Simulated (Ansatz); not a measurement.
Harmonic frequencies (cm⁻¹) at PBE0-D4/def2-TZVP from Ansatz: 61, 85, 117, 176, 178, 275, 498, 546, 641, 688, 725, 796, 881, 909, 975, 993, 1055, 1245, 1312, 1351, 1458, 1467, 1478, 2214, 2233, 3038, 3070, 3097, 3160, 3174.

Each molecule was computed in one conformer, which needn't be the lowest.

**Question.** Which molecule is it?
A. `CC(S)[SiH2]F`
B. `CC[SiH](F)S`
C. `CS[SiH2]CF`
D. `C[Si](C)(F)S`

**Answer.** C.
